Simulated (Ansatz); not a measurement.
# Molecular dynamics of GaH₆P

Input file:

```yaml
crystal:
  periodic: [false, false, false]
  atoms:
    - { symbol: Ga, position_ang: [0.047808, -0.259809, -0.00084] }
    - { symbol: H, position_ang: [-0.075232, 0.144079, 1.667814] }
    - { symbol: H, position_ang: [1.477787, 0.07409, -0.480928] }
    - { symbol: H, position_ang: [-1.369658, -0.140176, -0.606608] }
    - { symbol: P, position_ang: [0.148059, -2.673938, 1.162594] }
    - { symbol: H, position_ang: [-0.656476, -3.013248, 0.052103] }
    - { symbol: H, position_ang: [1.389982, -2.801266, 0.500358] }
    - { symbol: H, position_ang: [-0.01297, -0.938934, 1.608908] }
basis:
  gaussian: { orbitals: def2-SVP }
hamiltonian:
  xc: { name: BHLYP }
md:
  timestep: 0.5
  n_steps: 200
  ensemble: nve
  temperature: 100.0
  initial_velocities: maxwell_boltzmann
  seed: 5637
```

Run as:

```bash
$ ansatz run input.yaml --threads 1 --pin off --max-ram 2048MiB --backend cpu --events-out ev --progress --plain --runs-dir out
```

It starts at the highest image of a converged band, a first-order saddle point between two minima.

Output, in part (one step line in 7, the closing report, with atoms numbered from 0):

```
md step     0: t =     0.00 fs  T =   100.0 K  F+E_penalty+E_count = -61751.40633294 eV  E_kin = 0.077556 eV  conserved = -61751.32877694 eV  (22 SCF iters)
md step     7: t =     3.50 fs  T =   137.5 K  F+E_penalty+E_count = -61751.43519258 eV  E_kin = 0.106661 eV  conserved = -61751.32853123 eV  (23 SCF iters)
md step    14: t =     7.00 fs  T =   420.8 K  F+E_penalty+E_count = -61751.65549187 eV  E_kin = 0.326340 eV  conserved = -61751.32915221 eV  (23 SCF iters)
md step    21: t =    10.50 fs  T =   458.3 K  F+E_penalty+E_count = -61751.68366427 eV  E_kin = 0.355428 eV  conserved = -61751.32823644 eV  (23 SCF iters)
md step    28: t =    14.00 fs  T =  1017.4 K  F+E_penalty+E_count = -61752.12015836 eV  E_kin = 0.789024 eV  conserved = -61751.33113432 eV  (23 SCF iters)
md step    35: t =    17.50 fs  T =   988.8 K  F+E_penalty+E_count = -61752.09565719 eV  E_kin = 0.766905 eV  conserved = -61751.32875193 eV  (23 SCF iters)
md step    42: t =    21.00 fs  T =  1197.5 K  F+E_penalty+E_count = -61752.25826295 eV  E_kin = 0.928771 eV  conserved = -61751.32949188 eV  (23 SCF iters)
md step    49: t =    24.50 fs  T =  1120.7 K  F+E_penalty+E_count = -61752.19832962 eV  E_kin = 0.869137 eV  conserved = -61751.32919252 eV  (23 SCF iters)
md step    56: t =    28.00 fs  T =  1167.3 K  F+E_penalty+E_count = -61752.23627062 eV  E_kin = 0.905310 eV  conserved = -61751.33096049 eV  (23 SCF iters)
md step    63: t =    31.50 fs  T =   834.6 K  F+E_penalty+E_count = -61751.97555419 eV  E_kin = 0.647266 eV  conserved = -61751.32828826 eV  (23 SCF iters)
md step    70: t =    35.00 fs  T =  1063.5 K  F+E_penalty+E_count = -61752.15421713 eV  E_kin = 0.824811 eV  conserved = -61751.32940655 eV  (23 SCF iters)
md step    77: t =    38.50 fs  T =  1093.7 K  F+E_penalty+E_count = -61752.17756308 eV  E_kin = 0.848220 eV  conserved = -61751.32934290 eV  (23 SCF iters)
md step    84: t =    42.00 fs  T =  1338.2 K  F+E_penalty+E_count = -61752.36906839 eV  E_kin = 1.037851 eV  conserved = -61751.33121781 eV  (23 SCF iters)
md step    91: t =    45.50 fs  T =  1110.2 K  F+E_penalty+E_count = -61752.18966880 eV  E_kin = 0.861043 eV  conserved = -61751.32862607 eV  (24 SCF iters)
md step    98: t =    49.00 fs  T =  1176.1 K  F+E_penalty+E_count = -61752.24141707 eV  E_kin = 0.912137 eV  conserved = -61751.32928023 eV  (23 SCF iters)
md step   105: t =    52.50 fs  T =  1109.3 K  F+E_penalty+E_count = -61752.18940608 eV  E_kin = 0.860298 eV  conserved = -61751.32910833 eV  (23 SCF iters)
md step   112: t =    56.00 fs  T =  1322.2 K  F+E_penalty+E_count = -61752.35629165 eV  E_kin = 1.025421 eV  conserved = -61751.33087062 eV  (23 SCF iters)
md step   119: t =    59.50 fs  T =  1323.3 K  F+E_penalty+E_count = -61752.35489235 eV  E_kin = 1.026286 eV  conserved = -61751.32860648 eV  (24 SCF iters)
md step   126: t =    63.00 fs  T =  1616.9 K  F+E_penalty+E_count = -61752.58377167 eV  E_kin = 1.253997 eV  conserved = -61751.32977447 eV  (23 SCF iters)
md step   133: t =    66.50 fs  T =  1442.6 K  F+E_penalty+E_count = -61752.44754065 eV  E_kin = 1.118826 eV  conserved = -61751.32871434 eV  (23 SCF iters)
md step   140: t =    70.00 fs  T =  1509.9 K  F+E_penalty+E_count = -61752.50226481 eV  E_kin = 1.171039 eV  conserved = -61751.33122572 eV  (23 SCF iters)
md step   147: t =    73.50 fs  T =  1102.8 K  F+E_penalty+E_count = -61752.18339581 eV  E_kin = 0.855324 eV  conserved = -61751.32807222 eV  (24 SCF iters)
md step   154: t =    77.00 fs  T =  1440.8 K  F+E_penalty+E_count = -61752.44741661 eV  E_kin = 1.117436 eV  conserved = -61751.32998067 eV  (23 SCF iters)
md step   161: t =    80.50 fs  T =  1349.8 K  F+E_penalty+E_count = -61752.37482224 eV  E_kin = 1.046875 eV  conserved = -61751.32794765 eV  (23 SCF iters)
md step   168: t =    84.00 fs  T =  1685.4 K  F+E_penalty+E_count = -61752.63845480 eV  E_kin = 1.307165 eV  conserved = -61751.33129000 eV  (23 SCF iters)
md step   175: t =    87.50 fs  T =  1341.6 K  F+E_penalty+E_count = -61752.36884477 eV  E_kin = 1.040483 eV  conserved = -61751.32836173 eV  (24 SCF iters)
md step   182: t =    91.00 fs  T =  1485.1 K  F+E_penalty+E_count = -61752.48186535 eV  E_kin = 1.151776 eV  conserved = -61751.33008910 eV  (23 SCF iters)
md step   189: t =    94.50 fs  T =  1167.1 K  F+E_penalty+E_count = -61752.23262672 eV  E_kin = 0.905122 eV  conserved = -61751.32750439 eV  (24 SCF iters)
md step   196: t =    98.00 fs  T =  1416.8 K  F+E_penalty+E_count = -61752.42938367 eV  E_kin = 1.098810 eV  conserved = -61751.33057409 eV  (23 SCF iters)
md step   200: t =   100.00 fs  T =  1309.3 K  F+E_penalty+E_count = -61752.34428624 eV  E_kin = 1.015449 eV  conserved = -61751.32883734 eV  (23 SCF iters)
Total energy: -61752.34447015 eV, -2269.3568020355 hartree
Atom 0 at     0.030101     0.291891    -0.257826 Å, force    -0.151593     0.714437    -0.021872 eV/Å
Atom 1 at    -0.318219     0.510196     1.225026 Å, force    -0.128298    -0.169237     0.611919 eV/Å
Atom 2 at     1.498213     0.779015    -0.572813 Å, force    -0.205371    -0.383812    -0.386644 eV/Å
Atom 3 at    -1.231135    -0.009253    -1.156859 Å, force     0.483549    -0.177426    -0.180696 eV/Å
Atom 4 at     0.198801    -3.870333     1.672608 Å, force     0.119573     0.750462     2.177167 eV/Å
Atom 5 at    -1.004388    -3.190427     1.341838 Å, force     0.290390     0.160934    -0.302070 eV/Å
Atom 6 at     1.159742    -3.064626     1.001756 Å, force    -0.361494     0.195081    -0.070407 eV/Å
Atom 7 at     0.314798    -3.098522     3.006619 Å, force    -0.046755    -1.090439    -1.827397 eV/Å
Dipole moment:     0.015789     0.013572    -0.076052 e Å
```

The run went to its last step. The conserved energy stayed within 0.33 meV per atom of its start (net change -0.0075 meV per atom), so the integration is sound. The kinetic energy rose, since the run started high on the potential surface and went downhill. It ends in pieces (GaH3 + H3P), so much of that is their flight and rotation, not heat. A run of 0.1 ps of so small a system gives no equilibrium averages. The orbitals stay closed-shell, which can raise the energy where a bond breaks towards radicals; this wasn't checked here.

Between its relaxed ends the band would form Ga1–P5, H2–H8 and break Ga1–H2, P5–H8. These pairs go: Ga1–P5 2.68 → 4.59 Å, H2–H8 1.09 → 4.07 Å, Ga1–H2 1.72 → 1.54 Å, P5–H8 1.80 → 1.55 Å. In the last frame they stand as before the step (other bonds may differ from the relaxed reactants and products). Also parted: Ga1–H8 1.75 → 4.72 Å. It ends as GaH3 + H3P. Pairs count as bonded within 1.25 times the sum of covalent radii (0.12 Å more for H–H).

Last frame:

```xyz
8
Properties=species:S:1:pos:R:3
Ga 0.030 0.292 -0.258
H -0.318 0.510 1.225
H 1.498 0.779 -0.573
H -1.231 -0.009 -1.157
P 0.199 -3.870 1.673
H -1.004 -3.190 1.342
H 1.160 -3.065 1.002
H 0.315 -3.099 3.007
```

The run took 9.7 min on 1 thread of Arm Neoverse V1, on a shared host, peak memory 0.18 GiB.
